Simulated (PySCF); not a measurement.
Delta-SCF ions had no search for a lower state. Excitations are Tamm–Dancoff values on a coarser integration grid. The basis has no diffuse functions, so Rydberg states are missing or too high.

## C$_{2}$H$_{2}$O$_{2}$, SMILES `C1OC1=O` (charge 0, multiplicity 1)

All values below come from PBE-D3(BJ)/def2-TZVP // B3LYP-D3(BJ)/def2-TZVP run with PySCF.

- HOMO: -6.75 eV
- dipole moment: 3.10 D
- LUMO: -1.27 eV
- HOMO–LUMO gap: 5.47 eV
- S1 excitation (TDA): 5.71 eV
- S1 oscillator strength: 0.002
- T1 excitation (TDA): 5.14 eV
- S1–T1 gap (TDA): 0.57 eV
- vertical ionisation energy (Delta-SCF): 10.75 eV
- total energy: -227.6645 Ha
- cost: around 20 core-seconds (rough)

```xyz
6

O      1.9097    -0.5050    -0.0335
C      0.8198    -0.0430    -0.0249
C     -0.6243    -0.1043     0.0272
O      0.2372     1.1505    -0.0776
H     -1.1403    -0.1933     0.9756
H     -1.2021    -0.3048    -0.8669
```
Charge 0, spin multiplicity 1.
